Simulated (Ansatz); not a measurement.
CH5AlOSi can be A, `[SiH3][Al]1[CH2][O]1`, or B, `O[SiH]1[CH2][AlH]1`.

Gas-phase electronic energies from Ansatz, PBE0-D4/def2-TZVP geometries. CBS: MP2 limit from def2 TZ/QZ plus the TZ coupled-cluster correction, frozen cores. DFT in def2-TZVPP. B3LYP here is the variant with VWN-RPA as its local correlation; programs differ in this. One conformer a species, not always the lowest.

Question: Which isomer does CCSD(T)/CBS put lower? Give the gap. (Best estimate.)

Answer: Computed: B, by 16.0 kcal/mol.

Question: Give E(B) − E(A) in kcal/mol with MP2/def2-TZVPP, CCSD/def2-TZVPP, B2PLYP, BLYP-D4, CCSD(T)/def2-SVP, B3LYP-D4, r2SCAN-D4. (Estimate.)

Answer: The calculation gave: MP2/def2-TZVPP -16.9, CCSD/def2-TZVPP -15.2, B2PLYP -13.9, BLYP-D4 -11.4, CCSD(T)/def2-SVP -8.4, B3LYP-D4 -13.7, r2SCAN-D4 -15.4. None reverses the order clearly.

Question: Does the order hold for the free energy at 298.15 K (harmonic terms from PBE0-D4)? (An estimate is asked.)

Answer: Ansatz gave: Yes: G(B) − G(A) = -16.1 kcal/mol, for one conformer each. Modes under 60 cm⁻¹, often nearly free rotors, make the harmonic entropy too high.

Largest T1 diagnostic: 0.017.

From BLYP to BHLYP (50 % exact exchange), in def2-TZVPP and without D4, E(B) − E(A) moves by −5.2 kcal/mol. Leaving LDA and LC-ωPBE aside and taking each functional with its dispersion term where it has one, the values, not all of them listed here, spread over 7.5 kcal/mol, from B97M-V to BLYP-D4. LDA lies −3.6 kcal/mol from PBE without D4.
